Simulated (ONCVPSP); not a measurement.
# Hf: one change to an ONCV potential, before and after

Hf, optimised norm-conserving Vanderbilt (ONCV), made with ONCVPSP 4.0.1 (PBE, scalar-relativistic). Core [Kr] 4d10 4f14 5s2, reference 5p6 5d3 6s1. Waves: 6s: rc 2.60 bohr, ncon 4, nbas 8, qcut 2.1 1/bohr, 2 projectors, debl 1.2 Ha; 5p: rc 1.85 bohr, ncon 4, nbas 7, qcut 9.2 1/bohr, 2 projectors, debl 2.3 Ha; 5d: rc 3.10 bohr, ncon 3, nbas 8, qcut 5.6 1/bohr, 2 projectors, debl 2.2 Ha. Local part: polynomial inside 1.85 bohr (lpopt 5, dvloc0 -1 Ha). Core correction: Teter function, parameters optimised by the program.

Change: s: qcut 1.9; p: qcut 8.3; d: qcut 5.

Cutoffs: the cutoffs (Ha) at which the residual kinetic energy of the hardest occupied pseudo-wave falls to 1 and 0.1 mHa per electron; they do not see the model core or the augmentation charge, which bear on the density cutoff. Errors are all-electron minus pseudo energies relative to the spin-unpolarised reference configuration.

**Question.** Predict the effect on cutoff, ghosts and configuration errors.

**Answer.** The potential gets softer (23 Ha and 29 Ha → 19 Ha and 24 Ha); both files keep a bound ghost (s); of the 3 tests that both files solve, the error grows in 1 and shrinks in 2 by more than 15 % and 0.3 meV (median size 5.7 → 2.5 meV); the range in which the d phases agree narrows (upper end 3.4 → 0.7).

| quantity | base | changed |
| --- | --- | --- |
| cutoff, loose | 23 Ha | 19 Ha |
| cutoff, tight | 29 Ha | 24 Ha |
| loose cutoff by channel | s 2.9 Ha, p 23 Ha, d 8.9 Ha | s 4.9 Ha, p 19 Ha, d 8.1 Ha |
| bound ghosts | s | s |
| GHOST(+) flags under 300 eV | none | none |
| tests with a reliable result | 3 of 4 | 3 of 4 |
| error for 5p6 5d2 6s2, meV [ΔE -2.59 eV] | -5.7 | +2.5 |
| error for 5p6 5d2 6s1, meV [ΔE 5.38 eV] | -1.8 | +1.5 |
| error for 5p6 5d2 6s0, meV [ΔE 19.56 eV] | -11 | -15 |
| s: phases at 2.64 bohr within 0.05 rad from the reference energy up to (Ha; the scan ends near 5) | 2.4 | 2.4 |
| p: phases at 1.88 bohr within 0.05 rad from the reference energy up to (Ha; the scan ends near 5) | to the end of the scan | to the end of the scan |
| d: phases at 3.14 bohr within 0.05 rad from the reference energy up to (Ha; the scan ends near 5) | 3.4 | 0.7 |
| rms error of d²Exc/dni dnj with the model core, mHa | 0.40 | 0.51 |

 A true bound ghost makes a file unfit for plane-wave use even where its test errors are small: the radial tests pick states by their node count and pass the ghost by.
